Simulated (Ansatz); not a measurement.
Species: C₈H₁₄Si, SMILES `C1(C)=CC=C(C)[Si]1(C)C` (charge 0, multiplicity 1), formula C₈H₁₄Si.

**Question.** How many basis functions does frozen-core CCSD(T)/cc-pVDZ // B3LYP-D3(BJ)/def2-SVP run with Ansatz (a first-principles code) use, how many core orbitals are frozen, and how many electrons are correlated?

**Answer.** 200 basis functions and 13 frozen orbitals, which leaves 50 correlated electrons. Core time is of the order of minutes.
